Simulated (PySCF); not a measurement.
# SrTl and its ions

ROHF-MP2; Sr def2-SVPD with ECP28, Tl def2-SVPD with ECP60; scalar-relativistic core potentials (PySCF 2.14). Neutral (ROHF): doublet (π ↑), Re = 3.501 Å, ωe = 74.2 cm⁻¹, De = 0.39 eV.

SrTl⁺ (RHF): singlet (closed shell), Re = 3.825 Å, ωe = 70.3 cm⁻¹. The energies at the minima are -202.00049 hartree for SrTl and -201.83497 for SrTl⁺.

(1) Work out the adiabatic ionisation energy, without and with harmonic zero-point energies (1 hartree = 27.2114 eV, 1 eV = 8065.5 cm⁻¹), and the change of the bond length.

Correlated steps freeze 4 core orbitals. Weak bonds: SrTl. Basis-set superposition, not corrected here, can be much of De in a small basis, most of all at correlated wavefunction levels. These are scalar-relativistic numbers at best; spin–orbit coupling would shift them, the dissociation energy most. States were picked by a PBE0 search and need not be the measured ground states.

Results:

(1) At MP2: 0.16552 hartree = 4.504 eV between the minima; the zero-point term (70.3 − 74.2)/2 cm⁻¹ = -0.000 eV makes it 4.504 eV. Re changes by +32.4 pm against the neutral. The electron leaves a π orbital, and the longer bond of the ion fits a bonding orbital, or a change in how ionic the bond is.
